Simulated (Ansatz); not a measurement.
Relaxed structures of AlBH4OF (charge +1), closed shell (PBE0-D4/def2-TZVP; forces vanish, vibrations not checked; lower isomers may exist, and structures with a doubtful reference or unclear bonds are left out; Å). Computed with Ansatz 0.2.0 (basis: def2-TZVPP); correlated methods freeze the cores.

Task: Rank them by CCSD(T) energy, lowest first, and give each one's height above the lowest. Links in brackets join atoms within 1.22 times the sum of their covalent radii (1.1 for two metals). (To be estimated.)
A.
AlBH₄OF ([F][Al]123[H][BH]1([H]2)[OH]3), total charge +1
```
8
angstrom
B -0.4325 0.8268 0.3065
Al -0.2777 -0.5550 -1.0818
O 0.7315 -0.2427 0.3375
F -0.4746 -1.5388 -2.3245
H -0.2049 1.2523 -0.8848
H -0.5684 1.6889 1.0981
H 0.8899 -0.7240 1.1602
H -1.4683 0.0710 0.1754
```
B.
AlBH₄OF ([OH2][AlH][BH][F]), total charge +1
```
8
angstrom
B -0.9014 0.5373 -1.0445
Al 1.0870 -0.2543 -0.6769
O 0.7963 -1.3718 0.8274
F -1.7741 0.0721 -0.1744
H -1.2571 1.2949 -1.8929
H 2.6160 -0.4152 -0.9610
H 1.4669 -1.9018 1.2829
H -0.0658 -1.4914 1.2537
```
C.
AlBH₄OF ([BH2][Al]([OH2])[F]), total charge +1
```
8
angstrom
B -0.9885 1.5464 -0.3361
Al 0.0253 -0.2984 -0.6488
O 0.8521 -1.1272 0.8177
F 0.4238 -1.4105 -1.7635
H -1.5363 2.0521 -1.2606
H -0.9952 2.0431 0.7449
H 1.3221 -1.9692 0.7066
H 0.8966 -0.8364 1.7396
```

Result: Computed: A (0.00 kcal/mol), C (10.93 kcal/mol), B (20.88 kcal/mol). Heights count from the lowest.

The T1 diagnostic stays at or below 0.013.

For scale, one of the runs: CCSD(T)/def2-TZVPP, 191 basis functions, launched by `ansatz run in.yaml --threads 2 --pin off --events-out ev --progress --plain --max-ram 4352MiB`. The run took 43 s on 2 CPU threads of an Arm Neoverse V2 (shared host), with 2.1 GiB of host memory at its peak.
